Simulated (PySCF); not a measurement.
**Computed structure and properties of TlOF**

System: TlOF (singlet); start: template (Cs). Method: PySCF 2.14.0, RKS PBE0, Tl def2-SVP with ECP60, O def2-SVP, F def2-SVP; non-relativistic Hamiltonian with scalar-relativistic core potentials where named; density fitting; no spin-orbit coupling.

Input of the relaxation:

```python
mol = gto.M(atom='''
Tl     0.03695     0.00000    -0.10640
O      1.54315     0.00000     0.56770
F     -1.69785     0.00000     0.67000''',
    basis={'Tl': 'def2-SVP', 'O': 'def2-SVP', 'F': 'def2-SVP'},
    ecp={'Tl': 'def2-SVP'},
    charge=0, spin=0)
mf = dft.RKS(mol, xc='PBE0')
mf.grids.atom_grid = (50, 194)
mf = mf.density_fit()  # fitting sets: Tl def2-universal-JKFIT, O def2-universal-JKFIT, F def2-universal-JKFIT
mf.conv_tol = 1e-08; mf.max_cycle = 55
mf.kernel(dm0)  # dm0: converged density of the start geometry
# quasi-Newton relaxation in Cartesian coordinates to a largest gradient under 0.00045 Eh/bohr, steps kept in the point group
```

Run from Python with OMP_NUM_THREADS=2; the lines above give its settings. Where DIIS fails, smearing, a level shift and second-order steps follow.
It took 7.8 s on 2 threads of Arm Neoverse V1, on a shared host, from the converged density of the start.

Course of the relaxation:

| step | energy above end (eV) | largest force component within the symmetry (eV/Å) |
| --- | --- | --- |
| 0 | 2.5423 | 14.133 |
| 1 | 0.6800 | 1.811 |
| 2 | 0.3945 | 1.345 |
| 3 | 0.2106 | 1.209 |
| 4 | 0.1364 | 1.173 |
| 5 | 0.0155 | 0.759 |
| 6 | 0.0014 | 0.262 |
| 7 | 0.0000 | 0.017 |
| 8 | 0.0000 | 0.001 |

Relaxed geometry (C∞v):

```xyz
3

Tl   -0.0075    0.0000    0.3740
O     1.8858    0.0000    0.3265
F    -1.9961    0.0000    0.4308
```

| contact | Å |
| --- | --- |
| Tl1–O2 (O) | 1.894 |
| Tl1–F3 (F) | 1.989 |

On the finer grid (75, 302):

```
HOMO                                                          : -7.97 eV
LUMO                                                          : -3.04 eV
Dipole about the centre of mass                               : 1.53 D
Set of Mulliken populations of Tl1 outside the core potential : s 3.31, p 6.75, d 10.07
D3(BJ) dispersion energy (not in the energies)                : -0.028 eV
```

| atom | Mulliken (e) | Löwdin (e) | spin (e) |
| --- | --- | --- | --- |
| Tl1 | 0.87 | 0.62 | 0.00 |
| O2 | -0.47 | -0.35 | 0.00 |
| F3 | -0.39 | -0.27 | 0.00 |

A rough frequency check found all modes real, so this is a minimum.

Rigid scan of O along the line from its metal:

distance to O2 (Å), energy (eV) and a bar:
```
     1.59      2.219 ##############################
     1.69      0.806 ###########
     1.79      0.167 ##
     1.89      0.000 
     1.99      0.116 ##
     2.09      0.392 #####
     2.19      0.744 ##########
     2.34      1.306 ##################
```

Taking off one F (charge -1, singlet; the rest: singlet) in vacuum, both parts rigid, costs 12.05 eV; the small basis without counterpoise inflates it. Most of it is the attraction of opposite charges; other ways to part are cheaper, and one spin state was tried for the rest.

Rigid scan of F along the line from its metal:

distance to F3 (Å), energy (eV) and a bar:
```
     1.69      1.721 #############
     1.79      0.638 #####
     1.89      0.133 #
     1.99      0.000 
     2.09      0.096 #
     2.19      0.328 ##
     2.39      0.985 #######
     2.69      2.031 ###############
     3.09      3.156 #######################
     3.59      4.100 ##############################
```

One start shape was tried, so this needn't be the lowest isomer.
